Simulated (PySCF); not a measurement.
Computed Raman spectrum (relative Raman activity) of a molecule C3H3BFNO. Geometry: B3LYP-D3(BJ)/def2-SVP. Other conformers were not sampled. Computed with B3LYP-D3(BJ)/def2-SVP (PySCF). Frequencies are harmonic and unscaled.

```
ν (cm⁻¹)  relative intensity
--------  ------------------
362                      2.1
511                      2.8
583                      2.0
793                      7.5
1016                     3.9
1109                     6.9
1199                     7.6
1297                     5.2
1394                     6.8
1443                     2.3
1574                      27
1705                     2.2
3071                     100
3197                      61
3227                      91
```

Q: Which structure fits?
A) C#C/C=N\B(O)F
B) FB1N=CC=CO1
C) N#C[C@@H]1COB1F
D) C=C1N=CB(F)O1

A: B, FB1N=CC=CO1
